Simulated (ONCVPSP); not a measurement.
# C: variants of one ONCV potential

Base potential:

```
Element                 : carbon
Generator               : ONCVPSP 4.0.1
Type                    : optimised norm-conserving Vanderbilt (ONCV)
Functional              : PBE
Relativity              : non-relativistic
Frozen core             : [He]
Valence charge          : 4
Reference configuration : 2s2 2p2
Partial waves           : 2s: rc 0.95 bohr, ncon 4, nbas 8, qcut 5.8 1/bohr, local; 2p: rc 1.80 bohr, ncon 3, nbas 6, qcut 8.7 1/bohr, 3 projectors, debl 2.6 Ha
Local potential         : the s channel
Core correction         : none
```

All-electron outer shells of the reference configuration (PBE, non-relativistic, ld1.x):

```tsv
shell	level (eV)	outermost node (bohr)	outermost maximum (bohr)
1s	-273.26	–	0.17
2s	-13.74	0.38	1.22
2p	-5.29	–	1.20
```

Cutoffs, loose and tight: the cutoffs (Ha) at which the residual kinetic energy of the hardest occupied pseudo-wave falls to 1 and 0.1 mHa per electron. They do not see the model core or the augmentation charge, which bear on the density cutoff. Test errors are all-electron minus pseudo excitation energies from the reference, over the configurations 2s2 2p1; 2s2 2p0; 2s1 2p0; 2s1 2p3. A dash means not determined; rows that change the core or the reference have their own tests.

| change | outcome | cutoff, loose | cutoff, tight | bound ghosts | GHOST(+) flags above zero | largest test error (meV) |
| --- | --- | --- | --- | --- | --- | --- |
| base | generated | 20 Ha | 80 Ha | none | none | +441 |
| p: qcut 5.2 | generated | 20 Ha | 80 Ha | none | none | +778 |
| s: qcut 6.4; p: qcut 9.5 | generated | 20 Ha | 42 Ha | none | none | +424 |
| all radii scaled by about 1.20 (s 1.14, p 2.16 bohr) | generated | 18 Ha | 107 Ha | none | none | +672 |
